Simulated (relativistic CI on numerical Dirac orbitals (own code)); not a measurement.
# Hg4+ (5d8) in a crystal field

Calculated by Dirac-Coulomb-Breit CI, KLI orbitals optimised for each configuration, model QED, valence Slater integrals scaled by 0.85, one configuration in a parametric crystal field (own radial code).

Field parameters in Wybourne normalisation: D3d B²₀ = −7Dσ, B⁴₀ = −14Dq − 21Dτ, B⁴₃ = −14√(10/7) Dq; Oh B⁴₀ = 21Dq, B⁴₄ = √(5/14) B⁴₀; Td as Oh with Dq negative (B⁴₀ = 21Dq, B⁴₄ = √(5/14) B⁴₀). The field is a parameter set, without covalency.

S and J are read from ⟨S²⟩ = S(S + 1) and ⟨J²⟩ = J(J + 1) of each level; they are not fictitious spins.

Oh, 10Dq = 17350 cm⁻¹, the lowest 16 levels:

| E (cm⁻¹) | Degeneracy | Irrep | S | J |
| --- | --- | --- | --- | --- |
| 0.0 | 3 | T2 | 0.98 | 3.76 |
| 9975 | 2 | E | 0.57 | 3.13 |
| 15772 | 3 | T1 | 0.96 | 3.84 |
| 16593 | 2 | E | 0.85 | 3.35 |
| 17994 | 1 | A1 | 0.73 | 3.50 |
| 20717 | 3 | T2 | 0.86 | 2.64 |
| 25241 | 1 | A2 | 1.00 | 3.00 |
| 30188 | 3 | T1 | 0.98 | 2.83 |
| 30630 | 3 | T2 | 0.85 | 2.40 |
| 33390 | 1 | A1 | 0.58 | 3.71 |
| 33894 | 3 | T2 | 0.78 | 2.55 |
| 36397 | 2 | E | 0.76 | 2.76 |
| 40367 | 3 | T1 | 0.31 | 3.62 |
| 42039 | 1 | A1 | 0.83 | 1.68 |
| 46047 | 3 | T1 | 0.92 | 2.34 |
| 47150 | 2 | E | 0.92 | 2.32 |

Td, 10Dq = -13400 cm⁻¹, the lowest 10 levels:

```
E (cm⁻¹)  Degeneracy  Irrep     S     J
     0.0           1     A1  0.98  3.93
    2706           3     T1  0.98  3.88
    5129           2      E  0.94  3.80
    9279           3     T2  0.93  3.13
   12352           3     T2  0.65  3.09
   17357           2      E  0.53  2.51
   22641           3     T1  0.99  3.08
   25567           1     A2  1.00  3.00
   26207           2      E  0.99  2.26
   26985           3     T2  0.89  2.93
```

D3d, 10Dq = 40600, Dσ = 1040, Dτ = 70 cm⁻¹, the lowest 16 levels:

| E (cm⁻¹) | Degeneracy | Irrep | S | J |
| --- | --- | --- | --- | --- |
| 0.0 | 2 | E | 0.99 | 3.55 |
| 27.7 | 1 | A1 | 0.99 | 3.54 |
| 12795 | 2 | E | 0.15 | 2.88 |
| 24782 | 1 | A1 | 0.20 | 3.20 |
| 38252 | 2 | E | 0.98 | 3.70 |
| 38444 | 1 | A2 | 0.96 | 3.67 |
| 38786 | 2 | E | 0.96 | 3.64 |
| 41980 | 2 | E | 0.93 | 2.93 |
| 42889 | 1 | A1 | 0.90 | 2.92 |
| 46601 | 1 | A2 | 1.00 | 2.99 |
| 51038 | 1 | A1 | 0.90 | 2.27 |
| 52356 | 2 | E | 0.92 | 2.20 |
| 53456 | 1 | A2 | 0.94 | 2.52 |
| 54189 | 2 | E | 0.92 | 2.47 |
| 55079 | 1 | A1 | 0.91 | 2.96 |
| 55655 | 2 | E | 0.91 | 2.32 |

The free-ion ground term has S = 1. Every field shown keeps that spin.

Levels of this model without a field, named by their leading LS term: 3F_4 0, 1D_2 8597, 3F_3 14257, 3P_2 22128, 3P_0 22358, 3P_1 27069, 1G_4 29763, 1D_2 36166 cm⁻¹.
